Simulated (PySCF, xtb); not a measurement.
CH7FOSi2, SMILES CO[Si@@H](F)[SiH3]. Other conformers were not sampled.

Harmonic wavenumbers (cm⁻¹) from GFN2-xTB (xtb) at its own minimum, in rising order: 23, 84, 93, 107, 142, 233, 303, 458, 474, 493, 683, 715, 755, 791, 798, 807, 814, 1127, 1131, 1152, 1414, 1481, 1485, 2221, 2234, 2238, 2239, 2961, 2975, 2995.

**Question.** What does PBE-D3(BJ)/def2-SVP run with PySCF give at its own minimum? (Estimate from the structure and the level; the computed values follow.)

**Answer.** 70, 88, 93, 107, 146, 244, 307, 413, 493, 519, 736, 770, 805, 848, 879, 901, 905, 1109, 1132, 1167, 1417, 1421, 1426, 2139, 2158, 2171, 2177, 2926, 3007, 3048. Paired by order, the mean absolute difference is 40 cm⁻¹ and the zero-point energies are 47.8 and 48.1 kcal/mol.
